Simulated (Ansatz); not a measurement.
Two structures of SiN2H7F, closed shell, reached by relaxing down either side of one saddle point (PBE0-D4/def2-TZVP). Energies are electronic, without zero-point energy. Ansatz 0.2.0; basis: def2-TZVPP and def2-QZVPP; cores frozen in the correlated methods. Extrapolation: Hartree–Fock as exp(−7.88 √X), correlation as X^−2.97. First:

| atom | x (Å) | y (Å) | z (Å) |
| --- | --- | --- | --- |
| Si1 | 0.3106 | 0.2442 | -0.6437 |
| F2 | 0.2088 | 1.3864 | 0.4913 |
| H3 | -1.0646 | -0.1571 | -0.9958 |
| H4 | 1.2183 | -0.8040 | -0.1398 |
| N5 | 1.0174 | 0.8388 | -2.0793 |
| H6 | -0.4535 | -1.6537 | 2.3659 |
| N7 | -0.9519 | -0.9800 | 1.7980 |
| H8 | 0.5032 | 1.4319 | -2.7098 |
| H9 | 2.0080 | 1.0058 | -2.1456 |
| H10 | -1.9313 | -1.2358 | 1.8113 |
| H11 | -0.8650 | -0.0765 | 2.2473 |

Second:

```
atom    x (Å)    y (Å)    z (Å)
 Si1  -0.2828  -0.5820  -0.7001
  F2   1.5130   0.8187   1.7067
  H3  -1.4383  -0.8236  -1.6055
  H4   0.5839  -1.7919  -0.6938
  N5   0.4050   0.8954  -1.1781
  H6   0.6825   0.3568   1.5491
  N7  -0.6973  -0.3961   0.9934
  H8   0.3398   1.2353  -2.1214
  H9   1.1807   1.2870  -0.6654
 H10  -0.8401  -1.2518   1.5138
 H11  -1.4465   0.2521   1.2012
```

Problem. Which bonds change from the first to the second?

Solution. SiNH₄F ([NH2][SiH2][F]) + NH₃ → SiN₂H₆ ([NH2][SiH2][NH2]) + HF; bonds formed: Si1–N7, F2–H6; bonds broken: Si1–F2, H6–N7.

Problem. Give the saddle point's structure and its height above each. (To be estimated.)

Solution. By the calculation: 28.75 kcal/mol above the first and 14.69 kcal/mol above the second (CCSD(T) at an estimated basis limit (MP2 extrapolated from triple and quadruple zeta, plus CCSD(T) − MP2 in triple zeta)).
```
11
angstrom
Si 0.0475 -0.4737 -0.4991
F 1.4467 0.2320 1.0409
H -1.1095 -0.8844 -1.3647
H 0.9045 -1.6734 -0.4130
N 0.4578 1.0082 -1.2028
H 0.2863 0.0569 1.4961
N -0.7736 -0.3050 1.1517
H 0.0798 1.2966 -2.0873
H 1.2591 1.5266 -0.8871
H -1.0859 -1.1693 1.5766
H -1.5126 0.3855 1.1886
```

The T1 diagnostic stays at or below 0.012.

The step is the kind of exchange with an N–H group that builds nitride films in atomic layer and chemical vapour deposition.

Labels in which every atom is bracketed show which atoms are joined, not bond orders.

For scale, one of the runs: CCSD(T)/def2-TZVPP, 233 basis functions (an equivalent command: `ansatz run in.yaml --threads 4`). The run took 94 s on 4 CPU threads (shared host), with 4.2 GiB of host memory at its peak.
